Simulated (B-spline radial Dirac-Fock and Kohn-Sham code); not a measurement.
**The Bi atom: differential elastic cross section for electrons at 2 keV**

Method: relativistic (Dirac) partial waves in the static field of the Dirac-Fock atom with Furness-McCarthy exchange, without polarisation or absorption potentials. Computed with an atomic code on a B-spline grid.

Input of the calculation (task.json; shells as n, l, electrons):

```json
{"items": [{
  "Z": 83,
  "q": 0,
  "cfg": [[1, 0, 2], [2, 0, 2], [2, 1, 6], [3, 0, 2], [3, 1, 6], [3, 2, 10], [4, 0, 2], [4, 1, 6], [4, 2, 10], [4, 3, 14], [5, 0, 2], [5, 1, 6], [5, 2, 10], [6, 0, 2], [6, 1, 3]],
  "A": 209,
  "rrms": 5.5211,
  "do": "elastic",
  "energies": [[2000, 0]],
  "theta": [0, 1, 2, 3, 5, 7, 10, 15, 20, 25, 30, 40, 50, 60, 70, 80, 90, 100, 110, 120, 130, 140, 150, 160, 170, 180]
}]}
```

Launch: `python xray2_run.py task.json out`

| θ (°) | dσ/dΩ (Å²/sr) | Sherman function |
| --- | --- | --- |
| 0 | 66.8 | 0.000 |
| 1 | 62.6 | 0.000 |
| 2 | 51.9 | 0.000 |
| 3 | 39.1 | 0.000 |
| 5 | 19.2 | 0.000 |
| 7 | 9.17 | 0.001 |
| 10 | 3.50 | 0.002 |
| 15 | 1.05 | 0.004 |
| 20 | 0.465 | 0.002 |
| 25 | 0.261 | -0.008 |
| 30 | 0.159 | -0.023 |
| 40 | 0.0735 | -0.028 |
| 50 | 0.0447 | 0.042 |
| 60 | 0.0298 | 0.113 |
| 70 | 0.0182 | 0.083 |
| 80 | 0.0107 | -0.135 |
| 90 | 0.0112 | -0.248 |
| 100 | 0.0183 | -0.082 |
| 110 | 0.0227 | 0.051 |
| 120 | 0.0161 | 0.173 |
| 130 | 0.00340 | 0.518 |
| 140 | 0.00414 | -0.396 |
| 150 | 0.0375 | -0.141 |
| 160 | 0.101 | -0.066 |
| 170 | 0.166 | -0.028 |
| 180 | 0.193 | 0.000 |

The total elastic cross section is 2.26 Å², the first transport cross section 0.375 Å² and the second, weighted with (3/2) sin²θ, 0.350 Å². The mean deflection is ⟨1 − cos θ⟩ = 0.166, and 7.3 % of the collisions scatter beyond 90°.

On this grid of angles the cross section has minima near 80°, 130°.
